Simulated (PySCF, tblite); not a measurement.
Compound: 4-methylene-2,5-cyclohexadiene-1-one, C7H6O.
Bonds: C1–C2 (double), C2–C3, C3–C4 (double), C4–C5, C5–O6 (double), C5–C7, C7–C8 (double), C2–C8. Hydrogens: H9, H10 on C1; H11 on C3; H12 on C4; H13 on C7; H14 on C8.

Computed with GFN2-xTB (tblite), gas phase: Langevin dynamics at 400 K from the optimised GFN2-xTB geometry, time step 0.5 fs, friction 0.01 fs⁻¹, 2000 steps. Over the second half of the run the saved frames average 406 K.

Frame at 250 fs, instantaneous temperature 386 K:
```
atom  x, y, z in Å
C1      2.121    0.236   -0.623
C2      0.888   -0.154   -0.217
C3     -0.228    0.769   -0.455
C4     -1.473    0.533   -0.138
C5     -1.771   -0.734    0.400
O6     -2.900   -0.896    0.858
C7     -0.728   -1.755    0.692
C8      0.545   -1.429    0.360
H9      2.223    1.185   -1.103
H10     3.060   -0.232   -0.535
H11    -0.010    1.768   -0.789
H12    -2.277    1.254   -0.215
H13    -0.939   -2.815    0.931
H14     1.301   -2.187    0.570
```

Frame at 425 fs, instantaneous temperature 328 K:
```
atom  x, y, z in Å
C1      2.047   -0.072   -1.092
C2      0.926   -0.311   -0.346
C3     -0.285    0.472   -0.651
C4     -1.472    0.232   -0.043
C5     -1.558   -0.971    0.825
O6     -2.567   -1.435    1.350
C7     -0.304   -1.659    1.163
C8      0.866   -1.327    0.670
H9      1.974    0.847   -1.718
H10     3.026   -0.538   -1.114
H11    -0.160    1.289   -1.346
H12    -2.337    0.878   -0.275
H13    -0.576   -2.453    1.851
H14     1.766   -1.867    0.978
```

Frame at 625 fs, instantaneous temperature 323 K:
```
atom  x, y, z in Å
C1      2.222   -0.050   -0.947
C2      1.219   -0.276   -0.140
C3      0.093    0.663   -0.233
C4     -1.144    0.324    0.208
C5     -1.463   -0.836    1.055
O6     -2.555   -0.957    1.555
C7     -0.259   -1.596    1.351
C8      0.994   -1.433    0.743
H9      2.340    0.754   -1.614
H10     3.025   -0.768   -0.911
H11     0.281    1.586   -0.799
H12    -1.952    1.014    0.139
H13    -0.379   -2.406    1.975
H14     1.771   -2.158    0.883
```

Frame at 800 fs, instantaneous temperature 360 K:
```
atom  x, y, z in Å
C1      2.440   -0.247   -0.811
C2      1.294   -0.368   -0.088
C3      0.309    0.605   -0.235
C4     -0.804    0.546    0.554
C5     -1.158   -0.621    1.384
O6     -2.293   -0.786    1.740
C7     -0.083   -1.675    1.526
C8      1.022   -1.530    0.822
H9      2.528    0.524   -1.481
H10     3.173   -1.042   -0.725
H11     0.607    1.564   -0.851
H12    -1.500    1.379    0.693
H13    -0.531   -2.462    2.028
H14     1.795   -2.198    0.941
```

Frame at 1000 fs, instantaneous temperature 391 K:
```
atom  x, y, z in Å
C1      2.652    0.047    0.140
C2      1.420   -0.361    0.312
C3      0.276    0.429   -0.185
C4     -0.975    0.396    0.268
C5     -1.328   -0.744    1.128
O6     -2.433   -1.081    1.447
C7     -0.179   -1.577    1.675
C8      1.065   -1.532    1.151
H9      2.921    1.004   -0.230
H10     3.512   -0.474    0.675
H11     0.630    1.405   -0.806
H12    -1.657    1.157    0.047
H13    -0.451   -2.008    2.673
H14     1.764   -2.182    1.584
```

Question: What do single points at PBE0/pcSseg-1 (PySCF, gas phase) give on these frames?

Answer: 
| t (fs) | GFN2-xTB E above start (eV) | DFT E above lowest frame (eV) | HOMO (eV) | LUMO (eV) | dipole (D) |
| --- | --- | --- | --- | --- | --- |
| 250 | 0.59 | 0.19 | -7.05 | -2.65 | 4.55 |
| 425 | 0.44 | 0.00 | -7.22 | -2.71 | 4.55 |
| 625 | 0.55 | 0.23 | -7.32 | -2.82 | 4.69 |
| 800 | 0.82 | 0.50 | -7.16 | -2.67 | 4.20 |
| 1000 | 1.03 | 0.68 | -7.23 | -2.48 | 4.17 |

The two levels order the frames alike by energy but for pairs within 0.08 eV at one level; measured from each level's lowest frame they differ by 0.12 eV at most. The HOMO–LUMO gap runs from 4.40 to 4.75 eV. These are instantaneous structures, not minima.

Question: And the isotropic GIAO shieldings (ppm) from the same runs?

Answer: 
```tsv
atom	250 fs	425 fs	625 fs	800 fs	1000 fs	mean	range
C1	50.7	43.1	57.6	47.5	60.0	51.8	16.9
C2	42.6	37.5	43.5	35.5	41.8	40.2	8.0
C3	42.6	30.2	34.2	36.8	28.0	34.4	14.6
C4	54.5	49.3	44.5	45.8	53.2	49.5	10.0
C5	-11.0	-6.9	4.1	-3.7	-0.4	-3.6	15.1
O6	-427.1	-365.3	-305.6	-314.4	-316.2	-345.7	121.5
C7	43.7	43.6	44.9	48.0	30.7	42.2	17.3
C8	39.5	55.0	32.2	49.1	42.1	43.6	22.8
H9	26.1	25.4	25.7	26.0	26.3	25.9	0.9
H10	25.8	24.8	26.2	25.5	25.3	25.5	1.4
H11	25.0	24.2	24.1	23.0	23.2	23.9	2.0
H12	24.9	24.4	25.5	25.2	25.5	25.1	1.1
H13	24.2	24.8	25.9	25.4	24.2	24.9	1.7
H14	24.1	24.4	23.7	25.4	24.8	24.5	1.7
```

The cost below is that of the whole dynamics run. On one thread, Intel Xeon at 2.60 GHz (x86_64), shared host, this took 12 s wall and 0.18 GiB of memory at its peak.
